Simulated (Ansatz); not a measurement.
Mulliken charges of `O[CH2][GeH3]` from ωB97M-V/def2-TZVPP in Ansatz (PBE0-D4/def2-TZVP geometry).

| atom | x (Å) | y (Å) | z (Å) | charge (e) |
| --- | --- | --- | --- | --- |
| O1 | -1.059 | -0.165 | -1.285 | -0.319 |
| C2 | -0.095 | 0.554 | -0.541 | -0.192 |
| Ge3 | 0.457 | -0.562 | 0.982 | 0.080 |
| H4 | -1.336 | 0.371 | -2.032 | 0.172 |
| H5 | -0.496 | 1.500 | -0.154 | 0.123 |
| H6 | 0.794 | 0.791 | -1.140 | 0.123 |
| H7 | -0.754 | -0.865 | 1.878 | 0.006 |
| H8 | 1.512 | 0.207 | 1.798 | 0.000 |
| H9 | 1.067 | -1.878 | 0.476 | 0.006 |

Problem. By hand: the dipole of these point charges (1 e Å = 4.8032 D).

Solution. Σ q r = (0.201, 0.230, 0.098) e Å, of length 0.321 e Å = 1.54 D.

Problem. How does the dipole of the full density compare? (Best estimate.)

Solution. The calculation gave: (0.046, 0.337, -0.181) e Å, 1.85 D; the point charges give 0.83 times that, at 56° from its direction.

Point charges leave out the atoms' own dipoles, such as those of lone pairs, and Mulliken's split depends on the basis, so the two needn't agree.
